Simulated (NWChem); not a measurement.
SiN₂H₄ClF; SMILES N[Si](N)(F)Cl

```xyz
9

N     -0.4183    -1.2465    -1.3466
Si     0.0180    -0.3456     0.0258
N      1.6229    -0.6836     0.4534
F     -1.1095    -0.7214     1.1289
Cl    -0.0924     1.7143    -0.1212
H      0.1415    -1.2058    -2.1895
H     -1.3951    -1.4288    -1.5448
H      1.9494    -1.6389     0.5365
H      2.1764    -0.0281     0.9905
```
Atoms are numbered in this order, from 1.

All runs: NWChem. Pople sets run with spherical d functions. The geometry was optimised at PBE0/def2-SVP. LC-ωPBE (HJS hole) with 6-31G*; x = 1 − exp(−ω/0.25 bohr⁻¹) is a scale chosen for this fit.

| row | x | −ε(HOMO) (eV) |
|---|---|---|
| ω = 0.20 | 0.551 | 9.03 |
| ω = 0.25 | 0.632 | 9.56 |
| ω = 0.30 | 0.699 | 10.02 |
| ω = 0.40 | 0.798 | withheld |
| ω = 0.60 | 0.909 | 11.69 |

Task: Fit a straight line of the last column on the one before it, predict the withheld value, and compare with the run.

Result: 
1. Means of the 4 shown rows: x = 0.6978, y = 10.075. Slope Σ(x − x̄)(y − ȳ)/Σ(x − x̄)² = 0.5283/0.07049 = 7.495; intercept 4.845.
2. The shown rows scatter about the line by 0.047 (root mean square); the largest residual is -0.06, at ω = 0.30.
3. At x = 0.798 (ω = 0.40; inside the shown range) the line gives 10.83.
4. The run gives 10.76, -0.07 from the line, 1.5 times the scatter.
